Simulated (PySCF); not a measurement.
Species: Zr(OMe)Cl3, CH3Cl3OZr (singlet state).
Cartesian coordinates in Å at the PBE0-D3(BJ)/def2-SVP level; atoms count from 1:
```xyz
9
CH3Cl3OZr angstrom
Zr    -0.0443    0.1936   -1.5254
O      0.0415   -0.0900    0.3237
C      0.0911   -0.2434    1.7062
H     -0.3914   -1.1890    2.0004
H     -0.4334    0.5903    2.2001
H      1.1382   -0.2568    2.0480
Cl     2.1343    0.4167   -2.3703
Cl    -1.2917    2.1432   -1.8816
Cl    -1.1117   -1.6340   -2.5267
```

Method: PySCF, TDDFT CAM-B3LYP/def2-SVPD, vertical, gas phase, core orbitals frozen in the response, def2 core potentials past Kr. Spin–orbit coupling is left out. Note that the optimisation stopped short of convergence; the values belong to its last geometry.

Ground-to-excited transition dipoles (e·a0, same axes as the geometry; the sign carries no meaning), for the states with f of 0.002 or more among the lowest 6:

```
state  E (eV)      μx      μy      μz
   S4   6.333   0.014   0.063  -0.314
   S5   6.347  -0.256   0.412   0.090
   S6   6.364  -0.418  -0.256  -0.039
```

Work out the oscillator strengths.

f = (2/3) ΔE |μ|² with ΔE in hartree (27.2114 eV).

```json
{"state": "S4", "|μ|² (au)": "0.103", "|μ| (D)": "0.82", "f": "0.016"}
{"state": "S5", "|μ|² (au)": "0.243", "|μ| (D)": "1.25", "f": "0.038"}
{"state": "S6", "|μ|² (au)": "0.242", "|μ| (D)": "1.25", "f": "0.038"}
```

Which bond between heavy atoms lies closest to the direction of the S5 transition dipole?

Zr1–Cl8, at 19° from it; next Zr1–Cl9 at 60°.

What angle do the transition dipoles of S4 and S5 make?

|cos θ| = |μa·μb| / (|μa| |μb|) = 0.04, so θ ≈ 88° (taken between 0 and 90°, since the signs are arbitrary).
